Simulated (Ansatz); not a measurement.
Reaction (ligand exchange at the In–O bond): `[F][In]([O][SiH3])[O][SiH3]` + H₂S → `[F][In]([SH])[O][SiH3]` + `O[SiH3]`

Gas-phase electronic energies from Ansatz, PBE0-D4/def2-TZVP geometries. CCSD(T)/CBS adds triple-zeta CCSD(T) − MP2 to the extrapolated MP2 energy (def2 sets, frozen cores). This one scheme is used for every species. Functionals use def2-TZVPP. Elements past krypton have def2 core potentials. For In outer-core shells are correlated without core-valence functions, which leaves a few kJ/mol of doubt a bond. Each species was taken in one conformer, which may not be the lowest.

```
    level  ΔE (kcal/mol)
r2SCAN-D4          -15.6
  ωB97X-V          -14.0
```

Q: What does CCSD(T)/CBS give? (Best estimate.)

A: Computed: -13.4 kcal/mol. The listed levels differ from it by -2.2, -0.6 kcal/mol.

Largest T1 diagnostic among the species: 0.016.

The D4 term adds +1.4 kcal/mol with B3LYP and +0.9 kcal/mol with PBE0; it sums over pairs of atoms, weighted by their polarisabilities, and B3LYP, whose exchange is more repulsive, gets the larger term.

B3LYP here is the variant with VWN-RPA as its local correlation; programs differ in this.
